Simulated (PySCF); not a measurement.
SiH2Cl2, SMILES Cl[SiH2]Cl. Heavy atoms are numbered as in [SiH2:1]([Cl:2])[Cl:3]. Hydrogens are named by the atom that carries them.

The structure is a stationary point at B3LYP-D3(BJ)/def2-TZVP. The isomer is the one that the SMILES or the coordinates give; other isomers of the formula were not compared.

Computed with PySCF with PBE0/pcSseg-2.

GIAO shieldings, no solvent; atoms alike by connectivity are averaged. δ = σ(ref) − σ: ²⁹Si against TMS (σ = 341.9 ppm); ³⁵Cl against HCl (σ = 943.3 ppm); ¹H against TMS (σ = 31.54 ppm), references at their B3LYP-D3(BJ)/def2-TZVP geometries, non-relativistic (without spin–orbit terms, shifts of atoms bonded to Cl or Br come out too high).

```csv
nucleus,atoms,count,δ (ppm)
²⁹Si,Si1 (SiH2),1,-0.5
³⁵Cl,Cl2,2,47.1
¹H,H on Si1,2,5.95
```
